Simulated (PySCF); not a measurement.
Sn(H)2(Br)(NH2) (BrH4NSn), SMILES [NH2][SnH2][Br].

The structure is a stationary point at B3LYP-D3(BJ)/def2-SVP. The structure was generated by enumeration; whether it is a known compound was not checked. The def2 effective core potentials stand for the cores of Sn; spin–orbit coupling is left out. The values are those of a single conformer.

The numbers are results of PySCF with ωB97X/def2-TZVPD, not measurements.

Isolated molecule, no solvent.

```json
{
 "total_energy": "-2845.73653 hartree",
 "point_group": "Cs",
 "highest_occupied_level": "-10.03 eV",
 "lowest_empty_level": "0.83 eV",
 "orbital_gap": "10.86 eV",
 "dipole_moment": "3.53 D",
 "quadrupole, principal values (traceless, Buckingham form, about the centre of nuclear charge)": "-3.71, 0.91, 2.81 D·Å",
 "mean_static_polarisability": "73.2 bohr³ (10.84 Å³)",
 "polarisability_principal_values": "64.1, 68.6, 86.8 bohr³"
}
```
